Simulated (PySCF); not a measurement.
How methods differ on the ionisation energy of Sb³⁷⁺

Sb³⁷⁺ [Ne] 3s2 3p2 (3P) → Sb³⁸⁺ [Ne] 3s2 3p1 (2P), as a difference of total energies. All numbers are calculated (PySCF 2.14, the spin-free X2C one-electron Hamiltonian (Gaussian nucleus), in an uncontracted even-tempered set (18 s from 6.2 bohr⁻², ratio 2.5; 12 p from 8.1 bohr⁻², ratio 2.5; 4 d from 33 bohr⁻², ratio 2.7; 4 f from 50 bohr⁻², ratio 2.7)). Correlated levels: outer shells: 1s2 frozen; virtual orbitals above 40 to 60 times the deepest correlated orbital energy dropped. The calculations carry no spin-orbit coupling.

```
                method  ionisation energy (eV)
                   UHF                  2534.2
                   LDA                  2535.4
                   PBE                  2536.0
                  PBE0                  2535.9
                r2SCAN                  2536.3
                  PW91                  2536.6
                 B3LYP                  2536.4
    MP2 (outer shells)                  2534.7
SCS-MP2 (outer shells)                  2534.5
```

Spin-orbit coupling is strong in these open shells (close to jj coupling). The scalar numbers leave it out and a first-order estimate fails, so it can dominate the gap to the real levels.

Breit and QED terms and the two-electron picture change are absent.

For comparison: 2567 ± 4 eV (theoretical estimate listed by NIST; NIST Atomic Spectra Database, ionization energies).
